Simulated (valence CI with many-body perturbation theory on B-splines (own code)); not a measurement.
The numbers below are computed, except where a source is named.
Pb69+ in three bases

Level of theory: valence CI with perturbative core correlation (CI+MBPT): three valence electrons over a frozen Dirac-Fock core [Ne], radial functions for each j: 9 s, 9 p, 8 d, 6 f, 3 g, 1 h, with the one-electron correlation potential Σ1, the two-electron term Σ2, the three-electron term Σ3, Breit, model QED; selected CI, second order for the rest, scaled by the run's own slope (own B-spline code, finite nucleus).

No measured spectrum was set against this ion. As an estimate, large intervals hold to a few tenths of a per cent, small ones and those within an open d or f shell to about a per cent.

The reference run has the lowest level (3s^2 3p1/2) J=1/2 and an ionisation energy of 8680.79 eV. Its largest variational space holds 8342 state functions.

Levels are named by their leading jj configuration (3d3/2^4 stands for four electrons in 3d with j = 3/2), which in mixed levels can hold well under half, so a name can repeat and another be missing. Letters in brackets count levels of one name in rising energy.

Changed runs:
A. basis 6 s, 6 p, 5 d, 3 f, 1 g
B. basis 5 s, 5 p, 4 d, 2 f

Excitation energies of the reference run in cm⁻¹, and shifts in cm⁻¹:

```csv
Level,Reference,A,B
(3s 3p1/2^2) J=1/2,1603380,-44,-83
(3s^2 3p3/2) J=3/2,4809010,-40,-103
(3s 3p1/2 3p3/2) J=3/2 [a],6125310,-220,-648
(3s 3p1/2 3p3/2) J=5/2,6295850,-54,-164
(3s 3p1/2 3p3/2) J=3/2 [b],6475980,-31,-83
(3s 3p1/2 3p3/2) J=1/2,6577650,-6.3,+61
(3s^2 3d3/2) J=3/2,6972500,+289,+934
(3s^2 3d5/2) J=5/2,7943260,+233,+650
(3s 3p1/2 3d3/2) J=3/2 [a],8019030,-123,-360
(3s 3p1/2 3d3/2) J=3/2 [b],8140700,-72,-165
(3s 3p1/2 3d3/2) J=5/2,8229750,+91,+192
(3s 3p1/2 3d3/2) J=1/2,8478730,+197,+556
Ionisation energy (eV),8680.79,-0.021,-0.07
```
